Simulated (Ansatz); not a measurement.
Consider the redistribution: `COB(C)O[SiH3]` + `[O]=[Mo](=[O])([OH])[Cl]` → `COB(O)O[SiH3]` + `[CH3][Mo](=[O])(=[O])[Cl]`.

Gas-phase electronic energies from Ansatz, PBE0-D4/def2-TZVP geometries. CCSD(T)/CBS is the MP2 limit (def2-TZVPP, def2-QZVPP) plus CCSD(T) − MP2 in def2-TZVPP, frozen cores. DFT in def2-TZVPP. B3LYP here is the variant with VWN-RPA as its local correlation; programs differ in this. def2 core potentials past Kr. For Mo outer-core shells are correlated without core-valence functions, which leaves a few kJ/mol of doubt a bond. Each species was taken in one conformer, which may not be the lowest.

```csv
level,ΔE (kJ/mol)
r2SCAN-D4,0.0
ωB97X-V,-1.1
r2SCAN,-0.3
PBE0,-4.5
B3LYP,-2.6
CCSD(T)/def2-TZVPP,-11.9
HF/CBS(def2),-21.7
CCSD/CBS(def2),-15.8
```

(1) What does CCSD(T)/CBS give? (Estimate.)

Largest T1 diagnostic among the species: 0.025, so the coupled-cluster value is less sure than usual.

## Answers

(1) Computed: -11.4 kJ/mol. The listed levels differ from it by 11.4, 10.3, 11.1, 6.9, 8.8, -0.5, -10.3, -4.4 kJ/mol.

In def2-TZVPP, CCSD(T) changes the Hartree–Fock value by +10.1 kJ/mol (the triples alone add +4.4 kJ/mol) and MP2 by +14.6 kJ/mol. From PBE to PBE0 (25 % exact exchange), in def2-TZVPP and without D4, ΔE moves by −8.5 kJ/mol.
